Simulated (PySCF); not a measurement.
Excitation energy of Fe²⁺ by level of theory

Fe²⁺ [Ar] 3d6 (5D) → Fe²⁺ [Ar] 3d5 4s1 (7S), as a difference of total energies. Computed with PySCF 2.14 in aug-cc-pVTZ-DK, with scalar relativity by spin-free X2C-1e. Correlated levels: valence: [Ar] frozen. The calculations carry no spin-orbit coupling.

```csv
method,excitation energy (eV)
UHF,2.256
MP2 (valence),3.420
SCS-MP2 (valence),3.905
CCSD (valence),3.345
CCSD(T) (valence),3.382
```

Question: How much does correlation contribute at CCSD(T) (valence)?

Answer: 3.382 − (2.256) = 1.126 eV, measured against UHF.
